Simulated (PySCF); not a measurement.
C₄H₄F₂.

```xyz
10

C      2.9038     0.5982    -0.0021
C      1.4684     0.3978    -0.0476
C      0.2672     0.2161    -0.0777
C     -1.1820     0.0519    -0.1407
F     -1.7045    -0.1087     1.1073
F     -1.5118    -1.0539    -0.8650
H      3.2180     0.9582     0.9906
H      3.2251     1.3409    -0.7496
H      3.4390    -0.3429    -0.2057
H     -1.6798     0.9229    -0.6068
```

Coordinates come from a r2SCAN-D4/def2-SVP optimisation.

All values below come from B3LYP/pcSseg-1 run with PySCF. Non-relativistic, no solvent.

Computed absolute GIAO shielding of each atom: isotropic value and principal components (ppm):
| atom | σ(iso) | σ11 | σ22 | σ33 | span |
|---|---|---|---|---|---|
| C1 | 174.9 | 166.9 | 167.1 | 190.8 | 23.9 |
| C2 | 88.2 | 8.3 | 8.5 | 247.8 | 239.5 |
| C3 | 102.7 | 12.3 | 17.3 | 278.6 | 266.3 |
| C4 | 68.6 | 49.0 | 66.6 | 90.0 | 41.0 |
| F5 | 289.6 | 161.1 | 338.7 | 368.9 | 207.8 |
| F6 | 289.4 | 160.8 | 338.6 | 368.9 | 208.0 |
| H7 | 29.3 | 24.6 | 27.6 | 35.8 | 11.3 |
| H8 | 29.4 | 24.7 | 27.5 | 35.9 | 11.2 |
| H9 | 29.3 | 24.5 | 27.6 | 35.8 | 11.3 |
| H10 | 25.1 | 22.9 | 23.6 | 28.8 | 5.9 |
